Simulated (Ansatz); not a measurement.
Calculated with Ansatz (gas phase, PBE0-D4/def2-TZVP geometries, no zero-point term in ΔE). CCSD(T)/CBS is the MP2 limit (def2-TZVPP, def2-QZVPP) plus CCSD(T) − MP2 in def2-TZVPP, frozen cores. Functionals use def2-TZVPP. Elements past krypton have def2 core potentials. For Sb outer-core shells are correlated without core-valence functions, which leaves a few kJ/mol of doubt a bond. One conformer a species, not always the lowest.

Consider the redistribution: `N[SiH]([SiH3])BF` + `[Cl][SbH2]` → `[SiH3][SbH2]` + `N[SiH](Cl)BF`.

CCSD(T)/CBS gives -90.5 kJ/mol.

Task: Another level gave -103.5 kJ/mol. Which?
A. MP2/def2-TZVPP
B. PBE0-D4/def2-TZVPP
C. SCS-MP2/def2-TZVPP
D. B2PLYP/def2-TZVPP

Result: A. MP2/def2-TZVPP -103.5, B2PLYP -89.5, PBE0-D4 -85.2, SCS-MP2/def2-TZVPP -97.0 kJ/mol.

Largest T1 diagnostic among the species: 0.014.

From PBE to PBE0 (25 % exact exchange), in def2-TZVPP and without D4, ΔE moves by −6.7 kJ/mol.
